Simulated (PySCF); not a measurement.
A structure optimised at B3LYP-D3(BJ)/def2-SVP, used in a PySCF frequency run:

```
N
C 1 1.4799
H 2 1.1034 1 113.56
H 2 1.1089 3 107.91 1 127.72
C 1 1.4799 2 106.02 3 -135.62
H 5 1.1034 1 113.56 2 135.62
H 5 1.1089 6 107.91 1 -127.72
Si 1 1.7381 2 125.84 3 60.88
H 8 1.4925 1 108.17 2 -159.83
H 8 1.4925 9 110.72 1 -118.37
H 8 1.5019 9 107.52 10 -117.18
Si 2 1.9091 3 118.62 4 132.18
H 12 1.4908 2 114.87 3 15.78
H 12 1.4924 13 109.21 2 136.96
```
Charge 0, spin multiplicity 1.

Question: Write its SMILES, formula and point group.

Answer: [SiH3]N1C[SiH2]C1, C2H9NSi2, Cs

Question: What are its rotational constants (standard atomic weights)?

Answer: 8.4519, 1.7364, 1.5263 GHz
